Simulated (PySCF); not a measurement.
C2H3F2, SMILES C[C](F)F, multiplicity 2. Coordinates come from a r2SCAN-D4/def2-SVP optimisation. The isomer is the one that the SMILES or the coordinates give; other isomers of the formula were not compared.

Method: r2SCAN-D4/def2-SVP (PySCF).

Harmonic wavenumbers (cm⁻¹): 204, 374, 456, 540, 876, 973, 1078, 1262, 1284, 1397, 1441, 1446, 3004, 3128, 3181. Rotational constants (GHz): 10.11, 9.195, 5.096; symmetry number 1.

Work out the zero-point energy and the ideal-gas rigid-rotor harmonic-oscillator thermochemistry at 298.15 K and 1 atm.

ZPE = ½ Σ hcν = ½ × 20643 cm⁻¹ = 29.51 kcal/mol. H − E(el) = 32.83 kcal/mol. Entropy in cal/(mol K): translation 38.44, rotation 24.03, vibration 4.94, spin 1.38, total 68.79. G − E(el) = 12.32 kcal/mol. Cp = 15.67 cal/(mol K).
